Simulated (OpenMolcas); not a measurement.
## Cr4+ in a point-charge field

Cr4+ among 6 point charges of -1.5 e arranged as an octahedron (Oh), 1.7 Å from the ion.
```
   1.7000    0.0000    0.0000  -1.50
   0.0000    1.7000    0.0000  -1.50
  -1.7000    0.0000    0.0000  -1.50
   0.0000   -1.7000    0.0000  -1.50
   0.0000    0.0000    1.7000  -1.50
   0.0000    0.0000   -1.7000  -1.50
```

```yaml
Program: OpenMolcas 26.06
Method: CASSCF
Basis: ANO-RCC-VDZP [5s4p2d1f]
Scalar_Hamiltonian: DKH2, point nucleus
Active_space: 2 electrons in 5 orbitals (3d)
State_averaging: 2S+1 = 3 even, 10 roots; 2S+1 = 1 even, 15 roots
Spin-orbit_coupling: state interaction with AMFI integrals over the reference wave functions
```

The lowest spin-free states (labels of O, the rotations of Oh), above the lowest:

```csv
State,Degeneracy,E (cm-1),Free-ion L (%)
3T1,3,0.0,F (99)
3T2,3,4412,F (100)
3A2,1,9732,F (100)
1T2,3,17112,D (91)
1E,2,18140,D (77)
3T1,3,22601,P (99)
1T2,3,26765,G (91)
1T1,3,29143,G (100)
1A1,1,29327,G (97)
1E,2,31447,G (77)
1A1,1,65134,S (97)
```

The lowest levels with spin-orbit coupling:

| E (cm-1) | Degeneracy | Label | 2S+1 |
| --- | --- | --- | --- |
| 0.0 | 2 | E | 3 |
| 46.5 | 3 | T2 | 3 |
| 544.1 | 3 | T1 | 3 |
| 814.3 | 1 | A1 | 3 |
| 4570 | 1 | A2 | 3 |
| 4620 | 3 | T2 | 3 |
| 4841 | 3 | T1 | 3 |
| 4879 | 2 | E | 3 |
| 10091 | 3 | T2 | 3 |
| 17423 | 3 | T2 | 1 |
| 18427 | 2 | E | 1 |
| 22579 | 1 | A1 | 3 |
| 22760 | 3 | T1 | 3 |
| 23119 | 3 | T2 | 3 |
| 23131 | 2 | E | 3 |
| 27099 | 3 | T2 | 1 |
| 29471 | 3 | T1 | 1 |
| 29656 | 1 | A1 | 1 |
| 31783 | 2 | E | 1 |
| 65473 | 1 | A1 | 1 |

Powder χT (cm3 K/mol): 0.004 at 2 K, 0.0201 at 10 K, 0.112 at 50 K, 0.221 at 100 K, 0.428 at 200 K, 0.615 at 300 K. The effective moment at 300 K is 2.828 √(χT) = 2.22 μB.

The lowest level has 2S+1 = 3, for which the spin-only value is χT = S(S+1) / 2 = 1.000 cm3 K/mol (g = 2). The computed 0.615 at 300 K differs by -0.385, through orbital momentum, spin-orbit coupling and any other state in reach. With a threefold ground state the orbital momentum is unquenched, so the spin-only value is not expected to hold.

A least-squares ligand-field fit to the states below 45000 cm-1, each weighted by its degeneracy and with a free common offset, gives 10Dq = 5454 cm-1, B = 1268 cm-1 and C = 4733 cm-1 (C/B = 3.73), with an rms deviation of 93 cm-1.

An orbital triplet at a regular site is open to Jahn-Teller coupling, which can distort the site and quench the lowest spin-orbit gaps and is left out. Without dynamic correlation the repulsion within the d shell is too large (B by tens of per cent), so at a given field states of lower spin stand too high. This field is weak: 10Dq is about 5454 cm-1, while octahedral complexes of 3d ions of charge 3 and more, computed by the same method with explicit ligands, had a median near 15000 cm-1. Ground spin and moment need not be those of a real site. This is an electrostatic model: the charges have no orbitals. No measured value stands beside these numbers.
